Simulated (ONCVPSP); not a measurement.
**u(r) = r·R(r): atom against pseudo-atom (O)**

Columns: radius, all-electron u(r) and pseudo u(r) of the 2s shell (level -48.47 eV) of oxygen in the configuration [He] 2s2 2p2.5; PBEsol, scalar-relativistic, ONCV scheme, ONCVPSP 4.0.1.

```json
{"r (bohr)": "0.053", "all-electron": "-0.3682", "pseudo": "0.0536"}
{"r (bohr)": "0.105", "all-electron": "-0.4508", "pseudo": "0.1052"}
{"r (bohr)": "0.158", "all-electron": "-0.3788", "pseudo": "0.1613"}
{"r (bohr)": "0.210", "all-electron": "-0.2301", "pseudo": "0.2268"}
{"r (bohr)": "0.262", "all-electron": "-0.0491", "pseudo": "0.3036"}
{"r (bohr)": "0.315", "all-electron": "0.1412", "pseudo": "0.3871"}
{"r (bohr)": "0.368", "all-electron": "0.3213", "pseudo": "0.4698"}
{"r (bohr)": "0.420", "all-electron": "0.4799", "pseudo": "0.5520"}
{"r (bohr)": "0.473", "all-electron": "0.6194", "pseudo": "0.6427"}
{"r (bohr)": "0.525", "all-electron": "0.7332", "pseudo": "0.7369"}
{"r (bohr)": "0.578", "all-electron": "0.8264", "pseudo": "0.8264"}
{"r (bohr)": "0.630", "all-electron": "0.8964", "pseudo": "0.8964"}
{"r (bohr)": "0.683", "all-electron": "0.9483", "pseudo": "0.9483"}
{"r (bohr)": "0.735", "all-electron": "0.9821", "pseudo": "0.9821"}
{"r (bohr)": "0.788", "all-electron": "1.0016", "pseudo": "1.0016"}
{"r (bohr)": "0.840", "all-electron": "1.0081", "pseudo": "1.0081"}
{"r (bohr)": "0.893", "all-electron": "1.0041", "pseudo": "1.0041"}
{"r (bohr)": "0.945", "all-electron": "0.9914", "pseudo": "0.9914"}
{"r (bohr)": "0.998", "all-electron": "0.9712", "pseudo": "0.9712"}
{"r (bohr)": "1.050", "all-electron": "0.9458", "pseudo": "0.9458"}
{"r (bohr)": "1.102", "all-electron": "0.9161", "pseudo": "0.9161"}
{"r (bohr)": "1.155", "all-electron": "0.8826", "pseudo": "0.8826"}
{"r (bohr)": "1.208", "all-electron": "0.8465", "pseudo": "0.8466"}
{"r (bohr)": "1.260", "all-electron": "0.8096", "pseudo": "0.8096"}
{"r (bohr)": "1.313", "all-electron": "0.7711", "pseudo": "0.7711"}
{"r (bohr)": "1.365", "all-electron": "0.7329", "pseudo": "0.7329"}
```

**Question.** How many radial nodes do the two functions have?

**Answer.** The all-electron 2s function has n − l − 1 = 1; the pseudo-wave has 0, since the states of the same l below it are removed with the core.

**Question.** At about which radius was the pseudo-wave matched?

**Answer.** 0.60 bohr, where the columns begin to agree (steps of 0.05 bohr).

**Question.** Where does each function peak?

**Answer.** Outermost all-electron maximum near 0.84 bohr, pseudo maximum near 0.84 bohr (to the table’s step).

**Question.** Is the pseudo-wave norm-conserving?

**Answer.** Yes: the ONCV scheme keeps the norm inside the radius equal to the all-electron one, which fixes the energy derivative of the logarithmic derivative at the level.
